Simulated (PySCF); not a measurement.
Working out the excitation energy of Li

Li [He] 2s1 (2S) → Li [He] 2p1 (2P). Computed with PySCF 2.14 in x2c-TZVPPall with one added diffuse shell each of s, p type (6s4p1d, 23 functions), with scalar relativity by spin-free X2C-1e. Frozen: nothing. Energies in hartree (1 hartree = 27.21139 eV):

```csv
part,Li (lower),Li (upper)
UHF,-7.433323,-7.362172
MP2 opposite-spin,-0.030666,-0.030337
MP2 same-spin,-0.000355,-0.000421
```

**Question.** What does Hartree-Fock give?

**Answer.** (-7.362172) − (-7.433323) = 0.071151 hartree = 1.936 eV.

**Question.** What do MP2 and SCS-MP2 (6/5 opposite-spin, 1/3 same-spin) give?

**Answer.** The opposite-spin parts differ by 0.009 eV and the same-spin parts by -0.002 eV. MP2: 1.936 + (0.009) + (-0.002) = 1.943 eV. SCS-MP2: 1.936 + 1.2 × (0.009) + (-0.002)/3 = 1.946 eV.

Measured between the centres of the two terms (NIST): 1.848 eV, so MP2 (valence and next inner shell) is off by 0.095 eV.

What remains against the reference includes basis incompleteness and correlation beyond second order.
